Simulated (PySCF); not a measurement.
Zn(NH2)(SMe) (CH₅NSZn), SMILES C[S][Zn][NH2].

Geometry optimised at ωB97X-D3(BJ)/def2-SVP. The structure was generated by enumeration; whether it is a known compound was not checked. The values are those of a single conformer.

Method: TDA-PBE/def2-SVPD in PySCF.

Vertical excitations.  State labels are in the subgroup Cs.

```csv
state,symmetry,energy (eV),λ (nm),f,main pairs
S1,A",4.20,296,0.015,HOMO→LUMO 99 %
S2,A',4.43,280,0.049,HOMO−1→LUMO 91 %
S3,A",4.71,263,0.004,HOMO→LUMO+1 98 %
S4,A",4.90,253,0.001,HOMO−1→LUMO+2 100 %
S5,A',5.02,247,0.029,HOMO−1→LUMO+1 84 %
S6,A',5.12,242,0.033,"HOMO→LUMO+2 78 %, HOMO−2→LUMO 18 %"
S7,A",5.90,210,0.021,HOMO→LUMO+3 99 %
S8,A',5.98,207,0.029,HOMO−1→LUMO+3 97 %
S9,A',6.03,206,0.249,"HOMO−2→LUMO 72 %, HOMO→LUMO+2 12 %"
S10,A',6.16,201,0.034,HOMO−2→LUMO+1 92 %
T1,A',3.91,317,0,HOMO−1→LUMO 99 %
T2,A",3.95,314,0,HOMO→LUMO 99 %
T3,A",4.43,280,0,HOMO→LUMO+1 99 %
T4,A',4.46,278,0,HOMO−1→LUMO+1 97 %
```
Triplets are in the Tamm–Dancoff approximation.
